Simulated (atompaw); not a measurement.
**An all-electron radial function and its pseudo partner (Zn (Z = 30))**

Columns: radius, all-electron u(r) and pseudo u(r) of the 3s shell (level -128.63 eV) of zinc in the configuration [Ne] 3s2 3p6 3d10 4s2 4p0; LDA (PW92), scalar-relativistic, PAW (atompaw) scheme, atompaw 4.2.0.5.

```tsv
r (bohr)	all-electron	pseudo
0.060	0.0761	0.3179
0.119	-0.6100	0.6150
0.179	-0.6837	0.8871
0.238	-0.3264	1.1136
0.298	0.1775	1.2941
0.358	0.6423	1.4200
0.417	0.9881	1.4907
0.477	1.2129	1.5122
0.537	1.3254	1.4899
0.596	1.3513	1.4339
0.656	1.3168	1.3520
0.715	1.2441	1.2557
0.775	1.1473	1.1493
0.835	1.0395	1.0395
0.894	0.9310	0.9310
0.954	0.8236	0.8236
1.013	0.7240	0.7240
1.073	0.6307	0.6307
1.133	0.5463	0.5463
1.192	0.4722	0.4722
1.252	0.4055	0.4055
1.312	0.3471	0.3471
1.371	0.2970	0.2970
1.431	0.2529	0.2529
1.490	0.2155	0.2155
1.550	0.1828	0.1828
```

(1) How many radial nodes do the two functions have?

(2) At about which radius was the pseudo-wave matched?

(3) Where does each function peak?

(4) Is the pseudo-wave norm-conserving?

Answers

(1) The all-electron 3s function has n − l − 1 = 2; the pseudo-wave has 0, since the states of the same l below it are removed with the core.

(2) 0.85 bohr, where the columns begin to agree (steps of 0.06 bohr).

(3) Outermost all-electron maximum near 0.60 bohr, pseudo maximum near 0.48 bohr (to the table’s step).

(4) No, it belongs to a PAW set: the norm inside the radius is not constrained, and the difference is carried by the augmentation charge.
